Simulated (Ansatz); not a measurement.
`CB(C)CN`. The species carries charge 0 and has multiplicity 1.

```xyz
15

C    -0.402    0.559    1.457
B     0.288    0.284    0.079
C     1.482    1.171   -0.417
C    -0.218   -0.876   -0.847
N    -1.241   -1.751   -0.296
H     0.117    1.278    2.095
H    -1.408    0.960    1.269
H    -0.563   -0.372    2.010
H     2.337    1.004    0.251
H     1.252    2.238   -0.319
H     1.814    0.976   -1.440
H     0.667   -1.477   -1.104
H    -0.495   -0.396   -1.808
H    -1.611   -2.381   -0.995
H    -2.020   -1.216    0.065
```

**Question.** List the harmonic frequencies (cm⁻¹, unscaled) at PBE0-D4/def2-TZVP in Ansatz. (Best estimate.)

**Answer.** The calculation gave: 68, 97, 138, 206, 240, 292, 343, 448, 610, 656, 691, 825, 838, 851, 971, 1083, 1092, 1180, 1192, 1266, 1313, 1331, 1374, 1443, 1446, 1454, 1458, 1463, 1661, 2908, 3016, 3017, 3024, 3083, 3085, 3119, 3130, 3533, 3614.

**Question.** Is this a minimum?

**Answer.** Yes, all 39 modes are real.

**Question.** Give the ideal-gas thermochemistry at 298.15 K and 1 bar (rigid rotor, harmonic oscillator; point group C1, symmetry number 1).

**Answer.** Zero-point energy 344.3 kJ/mol; H(298) − E = 367.7 kJ/mol; entropy 355.3 J/(mol·K), of which translation 162.0, rotation 109.4, vibration 83.9; G(298) − E = 261.7 kJ/mol. Modes under 100 cm⁻¹ are hindered rotations or soft bends, so the harmonic entropy is rough.

**Question.** And at 400, 500, 600, 800 and 1000 K?

**Answer.** 
```
T (K)  H − E (kJ/mol)  S (J/mol/K)  G − E (kJ/mol)
  400           381.5        395.1           223.5
  500           397.9        431.4           182.1
  600           416.5        465.4           137.3
  800           459.5        527.0            37.9
 1000           508.3        581.4           -73.0
```
